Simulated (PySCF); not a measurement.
A PySCF script (with the pyscf-properties extension) for the NMR shieldings of `C/N=C/B1OBOBO1`, C2H6B3NO3, on a GFN2-xTB geometry:

```python
import basis_set_exchange as bse
import numpy as np
from pyscf import gto, dft
from pyscf.prop import nmr

atoms = """
C     3.214310    0.203618   -0.074866
N     1.817816    0.416820    0.108975
C     0.971425   -0.299868   -0.492622
B    -0.586060   -0.115396   -0.332576
O    -1.416081   -0.973600   -1.005699
B    -2.764358   -0.851227   -0.893876
O    -3.295110    0.127216   -0.113345
B    -2.476758    0.986333    0.555976
O    -1.130781    0.861822    0.444688
H     3.654016   -0.002953    0.902062
H     3.452373   -0.614292   -0.770464
H     3.650901    1.135368   -0.437173
H     1.306905   -1.105595   -1.172587
H    -3.466236   -1.588913   -1.470511
H    -2.936775    1.828658    1.224451
"""
names = dict.fromkeys(["C", "N", "B", "O", "H"], "pcSseg-1")
basis = {el: gto.basis.parse(bse.get_basis(n, elements=[el], fmt="nwchem")) for el, n in names.items()}
mol = gto.M(atom=atoms, basis=basis, charge=0, verbose=0)
mf = dft.RKS(mol, xc="PBE0")
mf.grids.level = 2
mf.grids.alignment = dft.numint.BLKSIZE   # the property module wants whole blocks of grid points
mf.conv_tol = 1e-9
mf.kernel()

calc = nmr.RKS(mf)   # GIAO
C = mf.mo_coeff
Co = C[:, mf.mo_occ > 0]
resp = mf.gen_response(singlet=True, hermi=2)
def vind(x):   # induced exchange potential for any number of trial vectors
    d = np.einsum("pi,xij,qj->xpq", C, 2 * x.reshape(-1, C.shape[1], Co.shape[1]), Co, optimize=True)
    return np.einsum("xpq,pi,qj->xij", resp(d - d.transpose(0, 2, 1)), C, Co, optimize=True).ravel()
mo1, _ = nmr.rhf.solve_mo1(calc, with_cphf=vind)
sigma = calc.kernel(mo1)
for i, s in enumerate(sigma):   # ppm
    w = np.linalg.eigvalsh((s + s.T) / 2)
    print("%2d %-2s iso %8.1f  s11 %8.1f  s22 %8.1f  s33 %8.1f" % (i, mol.atom_pure_symbol(i), w.mean(), *w))
```

Question: What does it print?

Answer: 
```
 0 C  iso    128.6  s11    100.4  s22    111.2  s33    174.0
 1 N  iso   -227.0  s11   -756.7  s22   -200.7  s33    276.5
 2 C  iso     14.0  s11    -72.2  s22      8.8  s33    105.4
 3 B  iso     78.6  s11     63.0  s22     78.5  s33     94.3
 4 O  iso    120.2  s11    -57.9  s22     86.4  s33    331.9
 5 B  iso     73.8  s11     58.1  s22     67.4  s33     96.0
 6 O  iso    114.3  s11    -80.5  s22     87.0  s33    336.4
 7 B  iso     74.1  s11     57.6  s22     68.7  s33     96.0
 8 O  iso    127.0  s11    -46.5  s22     86.1  s33    341.4
 9 H  iso     27.1  s11     24.9  s22     26.4  s33     30.1
10 H  iso     28.5  s11     26.9  s22     27.1  s33     31.5
11 H  iso     27.1  s11     24.8  s22     26.4  s33     30.1
12 H  iso     23.3  s11     22.0  s22     23.8  s33     24.1
13 H  iso     27.1  s11     23.7  s22     26.7  s33     30.8
14 H  iso     27.1  s11     23.6  s22     26.8  s33     30.9
```

These numbers come from an equivalent density-fitted implementation of the same equations, which agrees with the script to about 0.01 ppm for H and up to a few tenths of a ppm for heavy atoms, so last digits may differ.

Size and cost of the density-fitted run: 183 basis functions, 27 s wall time on 1 thread of an Arm Neoverse V2, shared host; peak memory 0.81 GiB.
